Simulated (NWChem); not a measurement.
System: TiHOF3; SMILES [OH][Ti]([F])([F])[F]

```xyz
6

Ti    -0.0077     0.0054    -0.0340
F      1.0600    -0.4997     1.2386
F      0.5331    -0.6334    -1.5548
F     -1.5954    -0.5935     0.3337
O     -0.0397     1.7486    -0.1206
H     -0.2297     2.5609     0.3574
```
Atoms are numbered in this order, from 1.

Level: PBE0/def2-SVP (NWChem), optimised geometry, unscaled harmonic frequencies. 

**Question.** List the harmonic frequencies with IR intensities, and the thermochemistry.

**Answer.** 
```json
[
 {"frequency (cm⁻¹)": "96", "IR intensity (km/mol)": "162.7"},
 {"frequency (cm⁻¹)": "188", "IR intensity (km/mol)": "49.8"},
 {"frequency (cm⁻¹)": "199", "IR intensity (km/mol)": "0.3"},
 {"frequency (cm⁻¹)": "205", "IR intensity (km/mol)": "20.3"},
 {"frequency (cm⁻¹)": "231", "IR intensity (km/mol)": "46.3"},
 {"frequency (cm⁻¹)": "233", "IR intensity (km/mol)": "8.4"},
 {"frequency (cm⁻¹)": "297", "IR intensity (km/mol)": "123.2"},
 {"frequency (cm⁻¹)": "746", "IR intensity (km/mol)": "18.9"},
 {"frequency (cm⁻¹)": "827", "IR intensity (km/mol)": "223.5"},
 {"frequency (cm⁻¹)": "837", "IR intensity (km/mol)": "240.9"},
 {"frequency (cm⁻¹)": "876", "IR intensity (km/mol)": "249.0"},
 {"frequency (cm⁻¹)": "3954", "IR intensity (km/mol)": "341.1"}
]
```

- zero-point energy = 12.4 kcal/mol
- thermal correction to the enthalpy at 298.15 K (with zero-point energy) = 17.4 kcal/mol
- heat capacity Cv = 21.2 cal/(mol K)
- entropy at 298.15 K and 1 atm (symmetry number 1) = 82.7 cal/(mol K)
- dipole moment = 2.61 D

Rigid rotor and harmonic oscillator; modes under 100 cm⁻¹ make the entropy uncertain.
